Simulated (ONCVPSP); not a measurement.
## Transferability test, ONCV potential for Tm (Z = 69)

- Element: Tm
- Generator: ONCVPSP 4.0.1
- Type: optimised norm-conserving Vanderbilt (ONCV)
- Functional: PBEsol
- Relativity: scalar-relativistic
- Frozen core: [Kr] 4d10 4f12
- Valence charge: 11
- Reference configuration: 5s2 5p6 5d1 6s0.5 (charge +1.5)
- Partial waves: 5s+6s: rc 2.25 bohr, ncon 3, nbas 7, qcut 5 1/bohr, 3 projectors, debl 3.7 Ha; 5p: rc 2.40 bohr, ncon 5, nbas 8, qcut 5.5 1/bohr, 2 projectors, debl 0.4 Ha; 5d: rc 2.35 bohr, ncon 4, nbas 7, qcut 4.1 1/bohr, 3 projectors, debl 0.5 Ha
- Local potential: polynomial inside 1.70 bohr (lpopt 5, dvloc0 0 Ha)
- Core correction: Teter function, fcfact 4, rcfact 1.25

In the p channel the program set the typed energies aside and used -1.500, 0.250 Ha.

Energies are relative to the spin-unpolarised reference configuration 5s2 5p6 5d1 6s0.5; without spin polarisation the order of configurations can differ from experiment.

```json
{"valence configuration": "5s2 5p6 5d1 6s2", "charge": "0", "ΔE all-electron (eV)": "-12.873", "error AE − PS (meV)": "+19"}
{"valence configuration": "5s2 5p6 5d1 6s1", "charge": "+1", "ΔE all-electron (eV)": "-5.699", "error AE − PS (meV)": "+5.0"}
{"valence configuration": "5s2 5p6 5d1 6s0", "charge": "+2", "ΔE all-electron (eV)": "7.178", "error AE − PS (meV)": "+3.8"}
```

Task: What are ΔE and the potential's error for 5s2 5p6 5d1 6s1 6p1?

Result: ΔE = -9.592 eV all-electron; the error (AE − PS) is +16 meV.

Note: no bound ghost flagged; GHOST(+) flagged for d at 34.9 eV, s at 213.7 eV.
